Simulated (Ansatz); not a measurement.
Barrier from R1 to the saddle point P1, each structure at its B3LYP-D3(BJ)/def2-SVP stationary point, reached from a drawn start; harmonic modes at that level show the others as minima.
R1, NH3 (SMILES N) (charge 0, multiplicity 1):
```xyz
4

N      0.00000    -0.00003     0.30614
H      0.00000     0.93764    -0.10202
H      0.81205    -0.46886    -0.10201
H     -0.81205    -0.46886    -0.10201
```
P1, H3N, a first-order saddle point (one imaginary mode, 800i cm⁻¹) (charge 0, multiplicity 1):
| atom | x (Å) | y (Å) | z (Å) |
|---|---|---|---|
| N | 0.0000 | 0.0000 | 0.0000 |
| H | 1.0048 | 0.0000 | 0.0000 |
| H | -0.5024 | 0.8702 | 0.0000 |
| H | -0.5024 | -0.8702 | 0.0000 |

P less R. No zero-point or thermal terms. No path was followed down from the saddle.

Cores are frozen in the correlated methods.

Run with Ansatz (Gaussian orbitals). No computed number here is a measurement.

Total energies in hartree:

```
structure  PBE/def2-TZVPP  r2SCAN/def2-TZVPP  CCSD(T)/cc-pVQZ
---------  --------------  -----------------  ---------------
R1             -56.510749         -56.548391       -56.492811
P1             -56.502437         -56.540111       -56.483562
```

**Question.** Work out the barrier height at each level in kcal/mol (1 hartree = 627.50947 kcal/mol), and say how far PBE/def2-TZVPP lies from CCSD(T)/cc-pVQZ.

**Answer.** 
- PBE/def2-TZVPP: (-56.502437) − (-56.510749) = 0.008312 hartree = 5.22 kcal/mol
- r2SCAN/def2-TZVPP: (-56.540111) − (-56.548391) = 0.008280 hartree = 5.20 kcal/mol
- CCSD(T)/cc-pVQZ: (-56.483562) − (-56.492811) = 0.009249 hartree = 5.80 kcal/mol
PBE/def2-TZVPP less CCSD(T)/cc-pVQZ: -0.58 kcal/mol. CCSD(T)/cc-pVQZ is the level counted from, the highest shown, and no exact or measured value.

Ansatz is an electronic-structure program.
